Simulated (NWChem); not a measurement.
Molecule: CH$_{4}$ClFSi; SMILES FC[SiH2]Cl

```xyz
8

F      0.8696     1.9461    -0.2691
C     -0.1779     1.4968     0.5013
Si    -0.8595    -0.1353    -0.1727
Cl     0.5503    -1.6315     0.0465
H      0.1587     1.3760     1.5467
H     -0.9833     2.2558     0.5038
H     -1.1816     0.0024    -1.6181
H     -2.0744    -0.5011     0.6104
```
Atoms are numbered in this order, from 1.

Program: NWChem. Pople sets run with spherical d functions. Structure relaxed at the PBE0/def2-SVP level.

Problem. Taking TPSS/6-311++G** as the yardstick, which of these has the fewest basis functions while keeping “dipole (D)” within 0.1 D of it: TPSS/6-31+G*; TPSS/STO-3G; TPSS/6-311G**; TPSS/6-31G*; TPSS/3-21G?

Solution. TPSS/6-31G*.
```tsv
level	basis functions	dipole (D)	relative time (rough)
TPSS/STO-3G	32	2.73	1
TPSS/3-21G	52	3.01	2
TPSS/6-31G*	72	2.43	3
TPSS/6-31+G*	88	2.55	5
TPSS/6-311G**	112	2.54	6
TPSS/6-311++G**	132	2.51	10
```

The yardstick is one finite set, not the basis-set limit.
